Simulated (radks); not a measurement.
Results of a calculation; reference values are marked as such.
Task: All-electron atom: the bismuth ion Bi3+ in [Hg]. Code: a radial shooting solver on a logarithmic mesh with Libxc functionals. Model: Dirac Kohn-Sham, AM05, spin-unpolarised, spherical densities, finite nucleus; Fermi nuclear charge, rms radius 5.5211 fm. Some entries of the table are withheld. Estimate them.

| orbital | occ. | eigenvalue (eV) | <r^2> (bohr^2) | <1/r> (bohr^-1) |
|---|---|---|---|---|
| 1s1/2 | 2 | -90413.89 | 0.0003468 | 103.1 |
| 2s1/2 | 2 | -16256.60 | 0.005195 | 25.56 |
| 2p1/2 | 2 | -15630.76 | 0.003646 | 25.53 |
| 2p3/2 | 4 | -13314.16 | 0.004825 | 20.24 |
| 3s1/2 | 2 | -3944.715 | 0.03365 | 9.367 |
| 3p1/2 | 2 | -3659.761 | 0.03052 | 9.285 |
| 3p3/2 | 4 | -3141.163 | 0.03683 | 7.899 |
| 3d3/2 | 4 | -2670.356 | 0.02803 | 7.802 |
| 3d5/2 | 6 | -2560.298 | 0.02974 | 7.496 |
| 4s1/2 | 2 | -926.2296 | (1) | 3.986 |
| 4p1/2 | 2 | -802.0501 | (2) | 3.879 |
| 4p3/2 | 4 | -674.0220 | (3) | 3.397 |
| 4d3/2 | 4 | (4) | (5) | 3.204 |
| 4d5/2 | 6 | (6) | (7) | 3.096 |
| 5s1/2 | 2 | -185.2865 | 0.7745 | 1.672 |
| 4f5/2 | 6 | -183.4754 | 0.2291 | 2.767 |
| 4f7/2 | 8 | -177.9794 | 0.2355 | 2.726 |
| 5p1/2 | 2 | -142.0569 | 0.8816 | 1.551 |
| 5p3/2 | 4 | -117.2219 | 1.070 | 1.374 |
| 5d3/2 | 4 | -56.6727 | 1.646 | (8) |
| 5d5/2 | 6 | -53.6012 | 1.759 | (9) |
| 6s1/2 | 2 | -40.0260 | 4.503 | 0.6432 |

Result: 
(1) 4s1/2 <r^2> (bohr^2): 0.1608
(2) 4p1/2 <r^2> (bohr^2): 0.1627
(3) 4p3/2 <r^2> (bohr^2): 0.1936
(4) 4d3/2 eigenvalue (eV): -471.0654
(5) 4d3/2 <r^2> (bohr^2): 0.2001
(6) 4d5/2 eigenvalue (eV): -447.1555
(7) 4d5/2 <r^2> (bohr^2): 0.2107
(8) 5d3/2 <1/r> (bohr^-1): 1.099
(9) 5d5/2 <1/r> (bohr^-1): 1.059
